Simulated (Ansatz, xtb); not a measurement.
Species: sum formula ReO₂H₂, charge 0, multiplicity 4. The spin state was set by rule; other spins were not relaxed. SMILES: [OH][Re][OH]
Coordinates optimised at B3LYP-D3(BJ)/def2-TZVP (Ansatz, a program for electronic structure):
```
Re
O 1 1.8816
H 2 0.9642 1 126.29
O 1 1.8816 2 168.78 3 -96.88
H 4 0.9642 1 126.29 2 96.88
```
Charge 0, spin multiplicity 4.

Harmonic wavenumbers from GFN2-xTB (xtb, at its own minimum), cm⁻¹: 204, 234, 518, 562, 573, 646, 661, 3403, 3422.

### Question
Give the harmonic wavenumbers at B3LYP-D3(BJ)/def2-TZVP (Ansatz, finite differences of forces, unscaled).

### Answer
40, 227, 506, 620, 620, 701, 730, 3793, 3796 cm⁻¹. Zero-point energy 15.8 kcal/mol.
